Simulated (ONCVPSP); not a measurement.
**Plane-wave convergence, ONCV potential for Zr**

ONCVPSP 4.0.1 input, shortened (lines: element, Z, core and valence counts, functional; n l f; lmax; l rc ep ncon nbas qcut; lloc lpopt rc5 dvloc0; l nproj debl; icmod fcfact rcfact), PBE, scalar-relativistic:

```
  Zr 40.00    6    3        4      upf
    1    0    2.00
    2    0    2.00
    2    1    6.00
    3    0    2.00
    3    1    6.00
    3    2   10.00
    4    0    2.00
    4    1    6.00
    4    2    1.00
    2
    0    1.15    0.00    3    7    5.20
    1    1.30    0.00    4    8    6.10
    2    1.85    0.00    3    6    4.60
    4    5    1.10    1.00
    0    1    0.80
    1    3    3.60
    2    1    2.20
    0    0.00    0.00
```

Problem. For each optimised wave give the share of its norm inside rc, the residual kinetic energy above qcut (Ha) and the cutoffs (Ha) for errors of 10, 1, 0.1 and 0.01 mHa per electron.

Solution.

```
         wave  norm inside rc  residual KE  10 mHa  1 mHa  0.1 mHa     0.01 mHa
           4s           0.480      2.0e-02    17.8   94.1    150.9  not reached
           4p           0.511      3.6e-03    14.1   40.5    112.8        130.3
p projector 2           0.030      1.4e-03     7.7   19.7     44.1        116.7
p projector 3           0.023      5.4e-03    15.2   42.4    168.1        202.3
           4d           0.572      6.3e-03     9.9   28.2     44.5         92.7
```

The occupied waves need 94 Ha and 151 Ha for 1 and 0.1 mHa. Its largest configuration-test error is +2454 meV.
